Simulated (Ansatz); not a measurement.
C$_{2}$H$_{6}$O, charge +1, doublet, at a GFN2-xTB geometry (a state made from the parent by changing its charge; the spin is typed, not shown lowest); HF/cc-pVDZ (Ansatz, a first-principles code).

Input for Ansatz:
Ansatz 0.2 input:
```yaml
crystal:
  periodic: [false, false, false]
  atoms:
    - {symbol: C, position_ang: [-1.19094099, 0.21781448, 0.23891101]}
    - {symbol: C, position_ang: [0.04803833, -0.35349676, -0.35038744]}
    - {symbol: O, position_ang: [1.25579202, 0.08279295, 0.05695778]}
    - {symbol: H, position_ang: [-2.07977452, -0.23626278, -0.19233691]}
    - {symbol: H, position_ang: [-1.24684479, 1.30540147, 0.09704701]}
    - {symbol: H, position_ang: [-1.22243436, 0.08766083, 1.32894051]}
    - {symbol: H, position_ang: [0.06353667, -1.47789509, -0.28739423]}
    - {symbol: H, position_ang: [0.03999364, -0.30342599, -1.47551328]}
    - {symbol: H, position_ang: [1.25660309, 0.77627164, 0.74245322]}
basis:
  gaussian:
    orbitals: cc-pVDZ
hamiltonian:
  xc: hf
total_charge: 1
magnetization: {spin_polarized: true, initial_magnetization: 1}
```

Question: Predict the main parts of the log of this Ansatz run.

Answer: 
```
Functional definition: HF
649 factors; integrals over basis functions are off by at most 1.4e-3 eV
mean field evaluation 1: about -4178.4531 eV, gradient 3.0e1 eV
mean field evaluation 2: about -4178.5753 eV, gradient 3.0e1 eV
mean field evaluation 4: about -4182.9114 eV, gradient 3.5e0 eV
mean field evaluation 8: about -4183.5099 eV, gradient 8.0e-1 eV
mean field evaluation 16: about -4183.5460 eV, gradient 1.7e-5 eV
mean field evaluation 32: about -4175.4435 eV, gradient 1.7e1 eV
mean field -4183.54600576 eV, -153.7424800023 hartree, gradient 1.7e-5 eV, S^2 0.767015; 0 other end points of the search recorded, 0 dependent functions left out
reference -4183.54600576 eV, -153.7424800023 hartree; 13, 12 occupied and 59, 60 virtual orbitals, 649 factors
Total energy: -4183.54600576 eV, -153.7424800023 hartree
```
